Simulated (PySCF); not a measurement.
Cl2GeH4OSi, SMILES [Si](O)(Cl)([GeH3])Cl. Heavy atoms are numbered as in [OH:1][Si:2]([Cl:3])([Cl:4])[GeH3:5]. Hydrogens are named by the atom that carries them.

Geometry optimised at B3LYP-D3(BJ)/def2-SVP. The values are those of a single conformer.

Level of theory: PBE0/pcSseg-1 (PySCF).

GIAO shieldings, no solvent; atoms alike by connectivity are averaged. δ = σ(ref) − σ: ¹⁷O against H2O (σ = 334.2 ppm); ²⁹Si against TMS (σ = 352.7 ppm); ³⁵Cl against HCl (σ = 945.9 ppm); ⁷³Ge against GeH4 (σ = 1658.3 ppm); ¹H against TMS (σ = 31.56 ppm), references at their B3LYP-D3(BJ)/def2-TZVP geometries, non-relativistic (without spin–orbit terms, shifts of atoms bonded to Cl or Br come out too high).

Computed chemical shifts:
```
nucleus       atoms  count  δ (ppm)
-------  ----------  -----  -------
¹⁷O         O1 (OH)      1    102.9
²⁹Si            Si2      1     24.0
³⁵Cl            Cl3      2    166.2
⁷³Ge     Ge5 (GeH3)      1      6.9
¹H         H on Ge5      3     4.05
¹H          H on O1      1     3.25
```
